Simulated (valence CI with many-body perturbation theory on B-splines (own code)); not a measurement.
## E1 line list for Sm XII

Calculated by valence CI with perturbative core correlation (CI+MBPT): five valence electrons over a frozen Dirac-Fock core [Kr] 4d10, a basis of 7 s, 7 p, 7 d, 7 f, 4 g, 2 h functions for each j, with the one-electron correlation potential Σ1, the two-electron term Σ2, the three-electron term Σ3, Breit, model QED; selected CI, second order for the rest, scaled by the run's own slope (own B-spline code, finite nucleus).

No measured spectrum was set against this ion. As an estimate, terms of the open shell hold to a few per cent of their energy, and close levels can change places. Among the levels kept, up to 2300 cm⁻¹ of a level comes from second order outside the variational space, and about a tenth of that is noise between levels of different J, which matters for small intervals.

Lines 101 to 150 of 524 in falling wavelength, among levels below 187740 cm⁻¹, chosen from the strongest by gf and those to the six lowest levels. Wavelengths and rates use the calculated energies, so an error of 2000 cm⁻¹ moves a line at 73.43 nm by 1.5 % and its rate by three times that or more. Electric multipoles are in the length gauge, E1 and E2 with the static RPA response of the core. Weak lines are less certain than strong ones. Lines between different terms over intervals too small for the method are left out, as are lines whose strength nearly cancels. Where a level lies close to another of its J and parity, the split of strength between their lines is uncertain. The highest levels of a list are the least certain.

Names give the largest LS component (configuration and term), which can be under half, so a name can repeat, a term be missing and a line seem to break the LS rules; names also repeat where a configuration has a term twice. Letters in brackets count levels of one name in rising energy.

| λ vac (nm) | Upper | Lower | A (s⁻¹) | S (a.u.) |
| --- | --- | --- | --- | --- |
| 73.43 | 4f3 5s 5p 6I_7/2 | 4f3 5s2 4G°_5/2 | 1.91e+06 | 2.99e-03 |
| 73.30 | 4f3 5s 5p 6K_11/2 | 4f3 5s2 2H°_9/2 [a] | 9.12e+04 | 2.13e-04 |
| 72.51 | 4f3 5s 5p 6I_9/2 | 4f3 5s2 2G°_7/2 [a] | 2.01e+06 | 3.78e-03 |
| 72.40 | 4f4 5s 6F_7/2 | 4f3 5s2 2H°_9/2 [a] | 1.28e+04 | 1.91e-05 |
| 72.18 | 4f4 5s 4I_9/2 [a] | 4f3 5s2 2H°_9/2 [a] | 4.08e+04 | 7.56e-05 |
| 71.98 | 4f3 5s 5p 4K_15/2 | 4f3 5s2 2L°_17/2 | 9.39e+05 | 2.76e-03 |
| 71.90 | 4f4 5s 6D_5/2 | 4f3 5s2 4D°_5/2 | 1.52e+06 | 1.68e-03 |
| 71.83 | 4f3 5s 5p 6H_15/2 | 4f3 5s2 2K°_15/2 | 1.29e+06 | 3.77e-03 |
| 71.75 | 4f4 5s 6F_9/2 | 4f3 5s2 2H°_9/2 [a] | 4.50e+04 | 8.21e-05 |
| 71.72 | 4f3 5s 5p 4H_13/2 [a] | 4f3 5s2 2I°_13/2 | 1.29e+06 | 3.29e-03 |
| 71.67 | 4f4 5s 2L_17/2 [b] | 4f3 5s2 2L°_17/2 | 1.36e+06 | 4.44e-03 |
| 71.61 | 4f3 5s 5p 6H_9/2 | 4f3 5s2 2I°_11/2 | 8.24e+05 | 1.49e-03 |
| 71.55 | 4f3 5s 5p 6I_17/2 | 4f3 5s2 2K°_15/2 | 4.14e+05 | 1.35e-03 |
| 71.51 | 4f3 5s 5p 4G_11/2 | 4f3 5s2 2I°_11/2 | 8.39e+05 | 1.82e-03 |
| 71.48 | 4f3 5s 5p 6H_13/2 | 4f3 5s2 2K°_13/2 | 7.54e+05 | 1.90e-03 |
| 71.30 | 4f3 5s 5p 4K_15/2 | 4f3 5s2 2I°_13/2 | 5.89e+05 | 1.69e-03 |
| 71.19 | 4f3 5s 5p 4H_13/2 [b] | 4f3 5s2 2I°_13/2 | 7.44e+05 | 1.86e-03 |
| 71.17 | 4f3 5s 5p 4H_13/2 [a] | 4f3 5s2 2L°_15/2 | 6.02e+05 | 1.50e-03 |
| 71.03 | 4f4 5s 4H_11/2 | 4f3 5s2 4G°_9/2 | 6.19e+05 | 1.31e-03 |
| 70.98 | 4f4 5s 6F_11/2 | 4f3 5s2 2H°_9/2 [a] | 2.12e+04 | 4.49e-05 |
| 70.76 | 4f3 5s 5p 4K_15/2 | 4f3 5s2 2L°_15/2 | 9.04e+05 | 2.53e-03 |
| 70.65 | 4f3 5s 5p 4H_13/2 [b] | 4f3 5s2 2L°_15/2 | 1.50e+06 | 3.66e-03 |
| 70.52 | 4f3 5s 5p 4H_13/2 [a] | 4f3 5s2 2I°_11/2 | 7.04e+05 | 1.71e-03 |
| 70.46 | 4f4 5s 2L_17/2 [b] | 4f3 5s2 2L°_15/2 | 5.59e+05 | 1.74e-03 |
| 70.02 | 4f3 5s 5p 4H_13/2 [b] | 4f3 5s2 2I°_11/2 | 1.00e+06 | 2.38e-03 |
| 69.90 | 4f4 5s 4G_7/2 | 4f3 5s2 4G°_7/2 | 1.32e+06 | 1.78e-03 |
| 69.71 | 4f4 5s 4G_5/2 [a] | 4f3 5s2 4G°_5/2 | 3.87e+06 | 3.88e-03 |
| 69.63 | 4f4 5s 4M_15/2 | 4f3 5s2 2K°_15/2 | 5.78e+05 | 1.54e-03 |
| 69.55 | 4f4 5s 4F_9/2 [a] | 4f3 5s2 4G°_11/2 | 1.08e+06 | 1.80e-03 |
| 69.45 | 4f4 5s 6G_11/2 | 4f3 5s2 4F°_9/2 | 1.77e+06 | 3.52e-03 |
| 69.44 | 4f4 5s 4G_11/2 | 4f3 5s2 4G°_11/2 | 2.49e+06 | 4.94e-03 |
| 69.43 | 4f3 5s 5p 6I_7/2 | 4f3 5s2 2H°_9/2 [a] | 1.24e+06 | 1.64e-03 |
| 69.40 | 4f4 5s 6G_9/2 | 4f3 5s2 4F°_7/2 | 3.39e+06 | 5.59e-03 |
| 69.23 | 4f4 5s 6G_7/2 | 4f3 5s2 4F°_5/2 | 3.74e+06 | 4.89e-03 |
| 69.10 | 4f3 5s 5p 6H_13/2 | 4f3 5s2 2H°_11/2 [a] | 2.83e+06 | 6.46e-03 |
| 69.08 | 4f4 5s 6G_3/2 | 4f3 5s2 4F°_3/2 | 4.35e+06 | 2.83e-03 |
| 68.97 | 4f4 5s 4G_11/2 | 4f3 5s2 2G°_9/2 [a] | 9.57e+05 | 1.86e-03 |
| 68.83 | 4f4 5s 4G_9/2 [a] | 4f3 5s2 4G°_7/2 | 1.21e+06 | 1.95e-03 |
| 68.71 | 4f4 5s 6G_5/2 | 4f3 5s2 4F°_3/2 | 3.88e+06 | 3.73e-03 |
| 68.68 | 4f3 5s 5p 6I_9/2 | 4f3 5s2 2H°_9/2 [a] | 3.40e+05 | 5.43e-04 |
| 68.63 | 4f3 5s 5p 6H_7/2 | 4f3 5s2 2G°_9/2 [a] | 1.27e+06 | 1.61e-03 |
| 68.60 | 4f3 5s 5p 6D_9/2 | 4f3 5s2 4G°_9/2 | 2.82e+06 | 4.49e-03 |
| 68.59 | 4f4 5s 4F_9/2 [b] | 4f3 5s2 4G°_11/2 | 9.17e+05 | 1.46e-03 |
| 68.46 | 4f4 5s 4M_17/2 | 4f3 5s2 2K°_15/2 | 6.57e+05 | 1.87e-03 |
| 68.44 | 4f4 5s 4G_7/2 | 4f3 5s2 4G°_5/2 | 1.23e+06 | 1.56e-03 |
| 68.36 | 4f4 5s 6G_9/2 | 4f3 5s2 2H°_9/2 [a] | 1.72e+05 | 2.71e-04 |
| 68.32 | 4f4 5s 6D_3/2 | 4f3 5s2 2P°_1/2 | 2.19e+06 | 1.38e-03 |
| 68.04 | 4f4 5s 4I_11/2 [b] | 4f3 5s2 4G°_11/2 | 7.30e+05 | 1.36e-03 |
| 68.01 | 4f4 5s 2K_15/2 | 4f3 5s2 2K°_15/2 | 6.20e+05 | 1.54e-03 |
| 68.01 | 4f3 5s 5p 4K_11/2 | 4f3 5s2 2K°_13/2 | 7.30e+06 | 1.36e-02 |
